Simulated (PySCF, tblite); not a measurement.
Isomers of C3H11PSi2. Computed values, GFN2-xTB/tblite, gas phase, harmonic and unscaled. This tight-binding method is rough: wavenumbers can miss measured ones by several per cent, in bad cases by 10 to 20. Modes of hydrogen on phosphorus and silicon can be 10 to 20 % off. One conformer each.

Electronic energies: PBE0-D3(BJ)/def2-SVP at its own geometries (PySCF, gas phase).

| SMILES | electronic energy, lowest = 0 (kcal/mol) |
| --- | --- |
| P[SiH2][SiH2]C1CC1 | 34.8 |
| C[C@@H]1[SiH2]C[Si@@H]1P | 11.3 |
| C[C@@H]1[SiH2]C[Si@H]1P | 11.7 |
| C[Si]1(P)C[SiH2]C1 | 0.0 |

**Question.** How do GFN2-xTB zero-point energies change the relative energies?

**Answer.** 
| SMILES | ZPE (kcal/mol) | of it from modes above 1550 cm⁻¹ | electronic (kcal/mol) | with ZPE, lowest = 0 (kcal/mol) | lowest mode (cm⁻¹) | rings |
| --- | --- | --- | --- | --- | --- | --- |
| C[Si]1(P)C[SiH2]C1 | 77.9 | 43.4 | 0.0 | 0.0 | 40 | 1 |
| C[C@@H]1[SiH2]C[Si@@H]1P | 77.3 | 42.0 | 11.3 | 10.7 | 42 | 1 |
| C[C@@H]1[SiH2]C[Si@H]1P | 77.3 | 42.0 | 11.7 | 11.1 | 30 | 1 |
| P[SiH2][SiH2]C1CC1 | 76.0 | 41.1 | 34.8 | 32.9 | 20 | 1 |

The zero-point energies span 1.9 kcal/mol, from `P[SiH2][SiH2]C1CC1` to `C[Si]1(P)C[SiH2]C1`. The order is unchanged.

**Question.** And how do the electronic energies of GFN2-xTB itself compare?

**Answer.** `C[Si]1(P)C[SiH2]C1` 4.1; `C[C@@H]1[SiH2]C[Si@@H]1P` 0.0; `C[C@@H]1[SiH2]C[Si@H]1P` 0.3; `P[SiH2][SiH2]C1CC1` 0.1 kcal/mol, lowest = 0. Against the energies above, taken from the same isomer `C[Si]1(P)C[SiH2]C1`, the largest difference is 38.8 kcal/mol. The two levels were optimised apart and needn't hold the same conformer.

**Question.** What do entropy and thermal enthalpy add at 298.15 K and 1 bar (rigid rotor, harmonic oscillator, one conformer each)?

**Answer.** 
| SMILES | point group | symmetry number | S (cal/(mol K)) | H − H(0) (kcal/mol) | ZPE + H − H(0) − TS (kcal/mol) |
| --- | --- | --- | --- | --- | --- |
| C[Si]1(P)C[SiH2]C1 | C1 | 1 | 101.8 | 7.29 | 54.8 |
| C[C@@H]1[SiH2]C[Si@@H]1P | C1 | 1 | 97.8 | 6.95 | 55.1 |
| C[C@@H]1[SiH2]C[Si@H]1P | C1 | 1 | 99.2 | 6.98 | 54.7 |

Not tabulated: `P[SiH2][SiH2]C1CC1` (lowest mode only 20 cm⁻¹).
